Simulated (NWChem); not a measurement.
# SiCl3 cation

```xyz
4

Cl     1.3883     1.3883     0.0000
Si     0.0000     0.0000     0.0000
Cl     0.5082    -1.8965     0.0000
Cl    -1.8965     0.5082     0.0000
```
Atoms are numbered in this order, from 1.

Program: NWChem. Coordinates come from a PBE0/def2-SVP optimisation. Field at 589 nm.

For level B3LYP/aug-cc-pVDZ:

| Quantity | Value |
|---|---|
| anisotropy (bohr³) | 27.2 |

### Question
Estimate the same quantities for level B3LYP/def2-SVPD.

### Answer
- anisotropy (bohr³): 26.0
